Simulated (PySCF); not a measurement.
Run record: geometry optimisation, `N#CC[SiH3]`.

Method: PBE0-D3(BJ)/def2-SVP geometry optimisation, gas phase (PySCF 2.14.0). Start geometry: GFN2-xTB. The command runs a driver script over a list of jobs; the input below is this job's line of settings and its coordinates in Å.

Command:
```bash
OMP_NUM_THREADS=1 python probes_run.py task.json out
```

Input:
```
{"job": {"xc": "PBE0", "basis": "def2-SVP", "d3": "d3bj", "grid": 1, "shake": 0.01, "kind": "geom"}, "charge": 0, "multiplicity": 1}
N     -1.808400     1.775350     0.776400
C     -1.360670     0.833180     0.373000
C     -0.751770    -0.351970    -0.122460
Si     1.213310    -0.158650    -0.113290
H     -1.096560    -0.550010    -1.135690
H     -1.036730    -1.181870     0.516310
H      1.550510     0.957310    -0.974870
H      1.727830    -1.415850    -0.635460
H      1.620290     0.075360     1.282330
```

Task: Estimate the output.

Result: 
```
step   0  E = -422.96447273  max force = 0.095432
step   1  E = -422.97113396  max force = 0.009598
step   2  E = -422.97206815  max force = 0.003001
step   3  E = -422.97213055  max force = 0.000390
step   4  E = -422.97213880  max force = 0.000390
optimisation converged
```

Energies in Eh; «max force» is the largest Cartesian gradient component in Eh/bohr.

Task: Give the first gradient maximum in eV/Å.

Result: With 1 Eh/bohr = 51.422 eV/Å, 4.907 eV/Å.

Task: How much energy does the optimisation release, in kcal/mol?

Result: E(step 0) − E(last step) = 0.007666 Eh, which is 4.8 kcal/mol.

In short: final energy -422.97214 Eh after 4 steps; dipole 3.82 D.

Time: 11 s; peak memory 0.36 GiB. Hardware: Arm Neoverse V1, one thread, shared host with 32 logical CPUs at a one-minute load of 24.
Labels such as C1 count atoms from 1, the log's own numbers from 0.
